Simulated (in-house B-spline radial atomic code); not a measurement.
RPA and G0W0 for Be, [He] 2s2, as one setting changes: the radius of a hard wall (bohr). Start: PBE. A dash marks a level of low quasi-particle weight. Computed with a B-spline radial code for spherical atoms: all electrons, non-relativistic, point nucleus, each spin shell either full or empty, empty states to l = 9 with an (l + 1/2)⁻⁴ tail; G0W0 by contour deformation at full frequency.

```
radius of a hard wall (bohr)  mean-field level (eV)  G0W0 level (eV)  RPA correlation (Eh)
                         2.5                 19.856        2s 12.193              -0.32098
                           3                  8.278         2s 1.677              -0.25097
                         3.5                  2.441        2s -3.392              -0.22506
                           4                      ?                ?                     ?
                           5                      ?                ?                     ?
                           6                 -4.874        2s -8.976              -0.18734
                           8                 -5.502        2s -9.111              -0.18259
                          12                 -5.607                -              -0.18171
```

(1) What belongs in the row for 4?

(2) What belongs in the row for 5?

Results:

(1) mean-field level (eV): -0.759; G0W0 level (eV): 2s -6.045; RPA correlation (Eh): -0.21044.

(2) mean-field level (eV): -3.743; G0W0 level (eV): 2s -8.300; RPA correlation (Eh): -0.19467.
